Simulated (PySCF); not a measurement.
PySCF input (TPSS/def2-TZVPD):

```python
from pyscf import gto, scf, dft

mol = gto.M(
    atom='''
    Mg    0.00000000    0.00000000    0.00000000
    Br    0.00000000    0.00000000    2.39403072
    Br   -0.00000000   -0.00000000   -2.39403072
    ''',
    basis='def2-tzvpd',
    charge=1,
    spin=1,
    symmetry='D2h',
    verbose=4,
)

mf = dft.UKS(mol, xc='tpss').density_fit(auxbasis='def2-universal-jkfit')
mf.grids.level = 3
mf.conv_tol = 1e-9
mf.max_cycle = 100
mf.max_memory = 1500
mf.kernel()
if not mf.converged:
    mf = mf.newton()
    mf.kernel(mf.make_rdm1())
mf.analyze()
```

Output:

```
PySCF version 2.14.0

[INPUT] verbose = 4
[INPUT] num. atoms = 3
[INPUT] num. electrons = 81
[INPUT] charge = 1
[INPUT] spin (= nelec alpha-beta = 2S) = 1
[INPUT] symmetry D2h subgroup None
[INPUT] Mole.unit = angstrom
[INPUT] Symbol           X                Y                Z      unit          X                Y                Z       unit  Magmom
[INPUT]  1 Mg     0.000000000000   0.000000000000   0.000000000000 AA    0.000000000000   0.000000000000   0.000000000000 Bohr   0.0
[INPUT]  2 Br     0.000000000000   0.000000000000   2.394030720000 AA    0.000000000000   0.000000000000   4.524062394595 Bohr   0.0
[INPUT]  3 Br     0.000000000000   0.000000000000  -2.394030720000 AA    0.000000000000   0.000000000000  -4.524062394595 Bohr   0.0

nuclear repulsion = 321.061000780015
point group symmetry = Dooh, use subgroup D2h
symmetry origin: [0. 0. 0.]
symmetry axis x: [1. 0. 0.]
symmetry axis y: [0. 1. 0.]
symmetry axis z: [0. 0. 1.]
num. orbitals of irrep Ag = 36
num. orbitals of irrep B1g = 9
num. orbitals of irrep B2g = 16
num. orbitals of irrep B3g = 16
num. orbitals of irrep Au = 6
num. orbitals of irrep B1u = 30
num. orbitals of irrep B2u = 18
num. orbitals of irrep B3u = 18
number of shells = 51
number of NR pGTOs = 280
number of NR cGTOs = 149
basis = def2-tzvpd
ecp = {}

******** <class 'pyscf.df.df_jk.DFSymAdaptedUKS'> ********
method = DFSymAdaptedUKS
initial guess = minao
damping factor = 0
level_shift factor = 0
DIIS = <class 'pyscf.scf.diis.CDIIS'>
diis_start_cycle = 1
diis_space = 8
diis_damp = 0
SCF conv_tol = 1e-09
SCF conv_tol_grad = None
SCF max_cycles = 100
direct_scf = False
number electrons alpha = 41  beta = 40
XC library pyscf.dft.libxc version 7.1.2
    S. Lehtola, C. Steigemann, M. J. T. Oliveira, and M. A. L. Marques,  SoftwareX 7, 1–5 (2018)
XC functionals = tpss
    J. Tao, J. P. Perdew, V. N. Staroverov, and G. E. Scuseria,  Phys. Rev. Lett. 91, 146401 (2003)
    J. P. Perdew, J. Tao, V. N. Staroverov, and G. E. Scuseria,  J. Chem. Phys. 120, 6898 (2004)
    J. Tao, J. P. Perdew, V. N. Staroverov, and G. E. Scuseria,  Phys. Rev. Lett. 91, 146401 (2003)
    J. P. Perdew, J. Tao, V. N. Staroverov, and G. E. Scuseria,  J. Chem. Phys. 120, 6898 (2004)
radial grids:
    Treutler-Ahlrichs [JCP 102, 346 (1995); DOI:10.1063/1.469408] (M4) radial grids

becke partition: Becke, JCP 88, 2547 (1988); DOI:10.1063/1.454033
pruning grids: <function nwchem_prune>
[...]
beta  HOMO (B2u) = -0.469892682879447  LUMO (B3g) = -0.467028084129711
  HOMO = -0.469892682879  LUMO = -0.46702808413  gap/eV = 0.07795
Extra cycle  E= -5348.01087189182  delta_E= 3.64e-12  |g|= 1.52e-05  |ddm|= 2.87e-05
converged SCF energy = -5348.01087189182  <S^2> = 0.75221763  2S+1 = 2.0022164
**** SCF Summaries ****
Total Energy =                       -5348.010871891822717
Nuclear Repulsion Energy =             321.061000780015036
One-electron Energy =                -8066.679603594860964
Two-electron Energy =                 2397.607730923023155
Two-electron Coulomb Energy =         2596.326011409768398
DFT Exchange-Correlation Energy =     -198.718280486745272
HOMO-LUMO gap [eV] =                     0.077949702371469
Wave-function symmetry = B3g
alpha occupancy for each irrep:     Ag  B1g  B2g  B3g   Au  B1u  B2u  B3u
                                    11    1    4    4    1   10    5    5
beta  occupancy for each irrep:     Ag  B1g  B2g  B3g   Au  B1u  B2u  B3u
                                    11    1    4    3    1   10    5    5
**** MO energy ****
alpha MO #1 (Ag #1), energy= -481.948713057651 occ= 1
alpha MO #2 (B1u #1), energy= -481.94871227201 occ= 1
alpha MO #3 (Ag #2), energy= -62.1646349406484 occ= 1
alpha MO #4 (B1u #2), energy= -62.1646321471076 occ= 1
alpha MO #5 (B3g #1), energy= -55.9993465844848 occ= 1
alpha MO #6 (B2u #1), energy= -55.999340167785 occ= 1
alpha MO #7 (Ag #3), energy= -55.9970846547833 occ= 1
alpha MO #8 (B1u #3), energy= -55.99708131487 occ= 1
alpha MO #9 (B2g #1), energy= -55.9955106656347 occ= 1
alpha MO #10 (B3u #1), energy= -55.995504279962 occ= 1
alpha MO #11 (Ag #4), energy= -46.7409524214205 occ= 1
alpha MO #12 (Ag #5), energy= -8.6947993798687 occ= 1
alpha MO #13 (B1u #4), energy= -8.69479513683963 occ= 1
alpha MO #14 (B3g #2), energy= -6.53768633276038 occ= 1
alpha MO #15 (B2u #2), energy= -6.53768544153318 occ= 1
alpha MO #16 (B1u #5), energy= -6.53194245467352 occ= 1
alpha MO #17 (Ag #6), energy= -6.53194229607269 occ= 1
alpha MO #18 (B2g #2), energy= -6.52713535297953 occ= 1
alpha MO #19 (B3u #2), energy= -6.52713457283365 occ= 1
alpha MO #20 (Ag #7), energy= -3.26623960702688 occ= 1
alpha MO #21 (B1u #6), energy= -2.70508686608051 occ= 1
alpha MO #22 (Ag #8), energy= -2.70508535115866 occ= 1
alpha MO #23 (B2u #3), energy= -2.7043458967817 occ= 1
alpha MO #24 (B3g #3), energy= -2.70434529174847 occ= 1
alpha MO #25 (B1g #1), energy= -2.70067426724178 occ= 1
alpha MO #26 (Au #1), energy= -2.70067421880709 occ= 1
alpha MO #27 (B3u #3), energy= -2.69637557263174 occ= 1
alpha MO #28 (B2g #3), energy= -2.69637495694873 occ= 1
alpha MO #29 (B1u #7), energy= -2.69594139405438 occ= 1
alpha MO #30 (Ag #9), energy= -2.69593981410272 occ= 1
alpha MO #31 (B2u #4), energy= -2.02856719800807 occ= 1
alpha MO #32 (B3u #4), energy= -2.02809961738773 occ= 1
alpha MO #33 (B1u #8), energy= -2.02284078710941 occ= 1
alpha MO #34 (Ag #10), energy= -0.92568253878058 occ= 1
alpha MO #35 (B1u #9), energy= -0.923652752062039 occ= 1
alpha MO #36 (Ag #11), energy= -0.537149633993487 occ= 1
alpha MO #37 (B1u #10), energy= -0.515219247025215 occ= 1
alpha MO #38 (B2u #5), energy= -0.503730862820341 occ= 1
alpha MO #39 (B3g #4), energy= -0.501613921300647 occ= 1
alpha MO #40 (B3u #5), energy= -0.480159379920359 occ= 1
alpha MO #41 (B2g #4), energy= -0.4775938131588 occ= 1
alpha MO #42 (Ag #12), energy= -0.280522071635184 occ= 0
alpha MO #43 (B2u #6), energy= -0.217318809510325 occ= 0
alpha MO #44 (B3u #6), energy= -0.211470715724912 occ= 0
alpha MO #45 (B1u #11), energy= -0.130706635253082 occ= 0
alpha MO #46 (Ag #13), energy= -0.120002904529781 occ= 0
alpha MO #47 (B1g #2), energy= -0.0981986654892602 occ= 0
alpha MO #48 (Ag #14), energy= -0.0978093689967041 occ= 0
alpha MO #49 (B2u #7), energy= -0.0887956227057556 occ= 0
alpha MO #50 (B3u #7), energy= -0.0857504009377688 occ= 0
alpha MO #51 (Ag #15), energy= -0.0802930530195374 occ= 0
alpha MO #52 (B3g #5), energy= -0.0727147806181589 occ= 0
alpha MO #53 (B3g #6), energy= -0.0700296426925696 occ= 0
alpha MO #54 (B2g #5), energy= -0.0684361669483682 occ= 0
alpha MO #55 (B1u #12), energy= -0.0633420383437011 occ= 0
alpha MO #56 (B2g #6), energy= -0.0619462294360646 occ= 0
alpha MO #57 (Au #2), energy= -0.0433636421816517 occ= 0
alpha MO #58 (B1u #13), energy= -0.0429540819614864 occ= 0
alpha MO #59 (B1u #14), energy= -0.0280082545264415 occ= 0
alpha MO #60 (B2u #8), energy= -0.0250233567734925 occ= 0
alpha MO #61 (B3u #8), energy= -0.0228037704683519 occ= 0
alpha MO #62 (Ag #16), energy= 0.00298557567523527 occ= 0
alpha MO #63 (B1g #3), energy= 0.0351960269440239 occ= 0
alpha MO #64 (B1u #15), energy= 0.0354285507434708 occ= 0
alpha MO #65 (Ag #17), energy= 0.0354884412579244 occ= 0
alpha MO #66 (B2u #9), energy= 0.0618858489886591 occ= 0
alpha MO #67 (B1u #16), energy= 0.0673035828417206 occ= 0
alpha MO #68 (B3u #9), energy= 0.0681475697786404 occ= 0
alpha MO #69 (Ag #18), energy= 0.0751227249434221 occ= 0
alpha MO #70 (B3g #7), energy= 0.0959517961293255 occ= 0
alpha MO #71 (B2g #7), energy= 0.100992430824038 occ= 0
alpha MO #72 (Ag #19), energy= 0.127380688963467 occ= 0
alpha MO #73 (B2u #10), energy= 0.150043164982061 occ= 0
alpha MO #74 (B3u #10), energy= 0.15395959348637 occ= 0
alpha MO #75 (B1u #17), energy= 0.210083134086332 occ= 0
alpha MO #76 (B3g #8), energy= 0.21524979311065 occ= 0
alpha MO #77 (B2u #11), energy= 0.221436615124697 occ= 0
alpha MO #78 (B2g #8), energy= 0.222625848985694 occ= 0
alpha MO #79 (B3u #11), energy= 0.231200843220047 occ= 0
alpha MO #80 (Ag #20), energy= 0.23687866685348 occ= 0
alpha MO #81 (B1g #4), energy= 0.237757515724573 occ= 0
alpha MO #82 (Au #3), energy= 0.245630121034668 occ= 0
alpha MO #83 (B1u #18), energy= 0.245773096450267 occ= 0
alpha MO #84 (Ag #21), energy= 0.257756781734594 occ= 0
alpha MO #85 (B2u #12), energy= 0.311488084567968 occ= 0
alpha MO #86 (B3u #12), energy= 0.320894811161575 occ= 0
alpha MO #87 (Ag #22), energy= 0.357422288330506 occ= 0
alpha MO #88 (B1u #19), energy= 0.362413404206418 occ= 0
alpha MO #89 (B3g #9), energy= 0.371194923684802 occ= 0
alpha MO #90 (B2g #9), energy= 0.380578858524316 occ= 0
alpha MO #91 (B1g #5), energy= 0.390096523275783 occ= 0
alpha MO #92 (Ag #23), energy= 0.390132669457382 occ= 0
alpha MO #93 (B3g #10), energy= 0.46071294786851 occ= 0
alpha MO #94 (B2g #10), energy= 0.468509488092729 occ= 0
alpha MO #95 (B1u #20), energy= 0.491862417897564 occ= 0
alpha MO #96 (Ag #24), energy= 0.572411361695689 occ= 0
alpha MO #97 (B1u #21), energy= 0.785611331057065 occ= 0
alpha MO #98 (Ag #25), energy= 0.82476379712646 occ= 0
alpha MO #99 (B2u #13), energy= 1.255739091296 occ= 0
alpha MO #100 (B1u #22), energy= 1.25593621969764 occ= 0
alpha MO #101 (Au #4), energy= 1.25677772300834 occ= 0
alpha MO #102 (B1u #23), energy= 1.2585391050819 occ= 0
[...]
```
